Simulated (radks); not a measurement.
Problem. Zn3+, 27 electrons, occupied as [Ne] 3s2 3p(1/2: 2, 3/2: 3) 3d10 (not the ground configuration). Method: Dirac Kohn-Sham, PBE, spin-unpolarised, spherical densities, finite nucleus; Fermi nuclear charge, rms radius 3.9283 fm; computed with a radial shooting solver on a logarithmic mesh with Libxc functionals.

Spin-orbit splittings of the eigenvalues, e(l+1/2) - e(l-1/2), with zeta = 2 splitting/(2l+1) and mean radii in bohr:

shell  occ.  splitting (eV)  zeta (eV)  <r> j=l-1/2  <r> j=l+1/2
2p        6               ?          ?       0.1958       0.1992
3p        5           3.120      2.080       0.6983       0.7085
3d       10          0.3983     0.1593       0.8129       0.8177

Estimate the 2p splitting.

Solution. 23.92 eV (zeta = 15.95 eV).
